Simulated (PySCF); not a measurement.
This PySCF input asks for the NMR shieldings of `InChI=1S/C7H11B/c1-3-4-5-7(2)6-8/h3-4H,1,6,8H2,2H3`; the geometry comes from GFN2-xTB.

```python
import basis_set_exchange as bse
import numpy as np
from pyscf import gto, dft
from pyscf.prop import nmr

atoms = """
B    -1.135191    1.188950    0.218355
C    -2.080417    0.430028   -0.992544
C    -1.219475   -0.528505   -0.376404
C    -1.783994   -1.655334    0.433417
C     0.032229   -0.008557   -0.090750
C     1.336466   -0.224911   -0.099210
C     2.287422    0.631771    0.572035
C     3.601834    0.434052    0.548530
H    -1.581086    1.254477    1.306591
H    -0.662404    2.149644   -0.265748
H    -1.800333    0.835777   -1.952767
H    -3.142913    0.233513   -0.922743
H    -2.663599   -1.333796    0.988563
H    -1.047704   -2.053724    1.128057
H    -2.088881   -2.449379   -0.249228
H     1.749567   -1.054419   -0.665478
H     1.862192    1.466600    1.112539
H     4.039877   -0.394803    0.015686
H     4.286605    1.087866    1.060177
"""
names = dict.fromkeys(["B", "C", "H"], "pcSseg-1")
basis = {el: gto.basis.parse(bse.get_basis(n, elements=[el], fmt="nwchem")) for el, n in names.items()}
mol = gto.M(atom=atoms, basis=basis, charge=0, verbose=0)
mf = dft.RKS(mol, xc="PBE0")
mf.grids.level = 2
mf.grids.alignment = dft.numint.BLKSIZE   # the property module wants whole blocks of grid points
mf.conv_tol = 1e-9
mf.kernel()

calc = nmr.RKS(mf)   # GIAO
C = mf.mo_coeff
Co = C[:, mf.mo_occ > 0]
resp = mf.gen_response(singlet=True, hermi=2)
def vind(x):   # induced exchange potential for any number of trial vectors
    d = np.einsum("pi,xij,qj->xpq", C, 2 * x.reshape(-1, C.shape[1], Co.shape[1]), Co, optimize=True)
    return np.einsum("xpq,pi,qj->xij", resp(d - d.transpose(0, 2, 1)), C, Co, optimize=True).ravel()
mo1, _ = nmr.rhf.solve_mo1(calc, with_cphf=vind)
sigma = calc.kernel(mo1)
for i, s in enumerate(sigma):   # ppm
    print("%2d %-2s %9.2f" % (i, mol.atom_pure_symbol(i), np.trace(s) / 3))
```

Task: What does it print?

Result: 
```
 0 B     152.67
 1 C     131.38
 2 C      51.00
 3 C     158.01
 4 C      -4.03
 5 C      64.82
 6 C      40.74
 7 C      62.33
 8 H      32.30
 9 H      29.83
10 H      29.02
11 H      28.94
12 H      29.68
13 H      29.78
14 H      29.32
15 H      24.96
16 H      24.90
17 H      26.16
18 H      26.19
```

These numbers come from an equivalent density-fitted implementation of the same equations, which agrees with the script to about 0.01 ppm for H and up to a few tenths of a ppm for heavy atoms, so last digits may differ.

Size and cost of the density-fitted run: 191 basis functions, 91 s wall time (80 s CPU) on 1 thread of an Intel Xeon, shared host; peak memory 0.85 GiB.
